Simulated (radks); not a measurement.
Computed order of ionisation of lutetium. At each step one electron was removed from each of the four highest sub-shells of the ion before, moves of one valence electron (up to charge 6) and the configuration listed by NIST were tried, and the lowest configuration was kept. Method: scalar-relativistic Kohn-Sham, LDA (Slater exchange, Perdew-Wang correlation), spin-polarised, spherical densities, finite nucleus; Fermi nuclear charge, rms radius of each element as measured or else 0.836 A^(1/3) + 0.57 fm; computed with a radial shooting solver on a logarithmic mesh with Libxc functionals. Open shells are filled with parallel spins first.

| species | lowest configuration found | NIST configuration | margin to the next tried (eV) | IE (eV) | NIST IE (eV) | kind |
|---|---|---|---|---|---|---|
| Lu | [Xe] 4f14 5d1 6s2 | same | 1.100 | 5.597 | 5.426 | exp. |
| Lu+ | [Xe] 4f14 6s2 | same | 1.511 | 14.328 | 14.13 | semi-emp. |
| Lu2+ | [Xe] 4f14 6s1 | same | 1.145 | 21.531 | 20.959 | exp. |
| Lu3+ | [Xe] 4f14 | same | 13.585 | 46.882 | 45.25 | semi-emp. |
| Lu4+ | [Xe] 4f13 | same | 18.709 | 68.975 | 66.8 | semi-emp. |
| Lu5+ | [Xe] 4f12 | same | 13.594 | 93.171 | 98 | theory |
| Lu6+ | [Xe] 4f11 | differs (not computed) | 7.562 | 119.25 | 117 | theory |
| Lu7+ | [Xe] 4f10 | differs (not computed) | 0.701 | 140.13 | 136 | theory |
| Lu8+ | [Kr] 4d10 4f10 5s2 5p5 | differs (not computed) | 6.917 | 157.98 | 159 | theory |
| Lu9+ | [Kr] 4d10 4f10 5s2 5p4 | differs (not computed) | 10.143 | 176.02 | 185 | theory |
| Lu10+ | [Kr] 4d10 4f10 5s2 5p3 | differs (not computed) | 13.749 | 200.04 | 205 | theory |
| Lu11+ | [Kr] 4d10 4f10 5s2 5p2 | differs (not computed) | 11.891 | 219.39 | 238 | theory |
| Lu12+ | [Kr] 4d10 4f10 5s2 5p1 | differs (not computed) | 15.848 | 238.89 | 276 | theory |
| Lu13+ | [Kr] 4d10 4f10 5s2 | same | 20.199 | 283.47 | 305 | theory |

Reference values: NIST Atomic Spectra Database (exp. = measured, semi-emp. = semi-empirical, theory = theoretical value adopted there). Open shells are spherical and high-spin; term and fine-structure splittings are not resolved. Spin-orbit splitting is averaged out at the scalar-relativistic level.
